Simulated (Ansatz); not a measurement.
Consider the hydrogen abstraction from the S–H bond: `OB(O)S` + `[SiH3]`• → `OB(O)[S]`• + SiH₄.

Program: Ansatz. Geometries: PBE0-D4/def2-TZVP. ΔE: electronic, gas phase. CBS: MP2 limit from def2 TZ/QZ plus the TZ coupled-cluster correction, frozen cores. This one scheme is used for every species. Functionals use def2-TZVPP. Open shells (•) are unrestricted, without spin–orbit coupling. One conformer a species, not always the lowest.

CCSD(T)/CBS gives -0.11 eV.

(1) Another level gave -0.25 eV. Which?
A. LDA (SPW92)/def2-TZVPP
B. B2PLYP/def2-TZVPP
C. BHLYP/def2-TZVPP
D. PBE0-D4/def2-TZVPP

Largest T1 diagnostic among the species: 0.015.

Results:

(1) C. BHLYP -0.25, PBE0-D4 -0.04, LDA (SPW92) 0.13, B2PLYP -0.15 eV.

From BLYP to BHLYP (50 % exact exchange), in def2-TZVPP and without D4, ΔE moves by −0.10 eV. Leaving LDA and LC-ωPBE aside and taking each functional with its dispersion term where it has one, the values, not all of them listed here, spread over 0.25 eV, from BHLYP-D4 to PBE-D4. LDA lies +0.13 eV from PBE without D4.
